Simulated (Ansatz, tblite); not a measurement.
Isomers of Li$_{6}$H$_{6}$⁻ (doublet), found by a short tight-binding search and relaxed with r2SCAN-D4/def2-TZVPD in Ansatz.

The xTB rows come from tblite. Correlated methods freeze no core orbitals; core or outer-core shells of Li are correlated, in sets that lack core-valence functions. In CCSD on the charge -1 doublet the largest single amplitude is 0.33, so its Hartree–Fock determinant may place the open shell otherwise than the density functionals do.

Run but left out: HF/def2-TZVPD, MP2/def2-TZVPD (B: a determinant that CCSD turns far, T1 0.052).

A: At PBE-D4/def2-TZVPD, revPBE-D4/def2-TZVPD, BLYP-D4/def2-TZVPD, r2SCAN-D4/def2-TZVPD and others the highest occupied level of the charge -1 doublet lies above zero (up to 0.84 eV). It is a level of α spin, whose loss leaves a singlet; that state wasn't run at this geometry and level. The electron is either unbound and held by the finite basis, or the level is raised by self-interaction error. B: At PBE-D4/def2-TZVPD, revPBE-D4/def2-TZVPD, BLYP-D4/def2-TZVPD, r2SCAN-D4/def2-TZVPD and others the highest occupied level of the charge -1 doublet lies above zero (up to 1.12 eV). Energy differences put its binding near zero (0.03 eV; vertical, to the charge 0 singlet, at PBE0-D4/def2-TZVPD), which leaves it undecided. At CCSD(T)/def2-TZVPD T1 of the charge -1 doublet is large (up to 0.052), so the single-reference result is doubtful.

Other spin states weren't relaxed.

A:

```xyz
12

Li   -0.761   -0.825    1.179
Li   -1.813    1.516    0.965
Li    0.324   -0.578   -1.486
Li    1.595   -1.536    0.507
Li    1.259    0.858    0.594
Li   -0.725    1.762   -1.698
H    -2.225    0.040    1.780
H     1.049   -0.458    1.852
H    -0.362    0.461   -2.788
H    -0.002   -1.960   -0.182
H    -0.403    0.945   -0.077
H     2.066   -0.225   -0.645
```

B:

```xyz
12

Li    0.136    0.727   -1.174
Li   -2.060    0.689    0.189
Li    2.057   -0.689   -0.187
Li   -0.083    1.852    1.142
Li   -0.138   -0.729    1.174
Li    0.082   -1.857   -1.140
H     0.990   -2.045    0.450
H    -1.256    0.623    1.844
H     1.136    0.670    0.546
H     1.256   -0.621   -1.845
H    -1.131   -0.666   -0.546
H    -0.988    2.047   -0.452
```

Problem. Estimate which lies lowest at each level, and how far above it the others are (kcal/mol).

Solution. 
| level | A | B |
| --- | --- | --- |
| GFN1-xTB | 0.0 | 22.7 |
| PBE-D4/def2-TZVPD | 12.3 | 0.0 |
| revPBE-D4/def2-TZVPD | 12.7 | 0.0 |
| BLYP-D4/def2-TZVPD | 11.8 | 0.0 |
| r2SCAN-D4/def2-TZVPD | 10.9 | 0.0 |
| PBE0-D4/def2-TZVPD | 11.2 | 0.0 |
| CCSD/def2-TZVPD | 6.7 | 0.0 |
| CCSD(T)/def2-TZVPD | 7.2 | 0.0 |
Point groups (tolerance 0.1 Å): A Cs, B D2h. Lower isomers may exist.
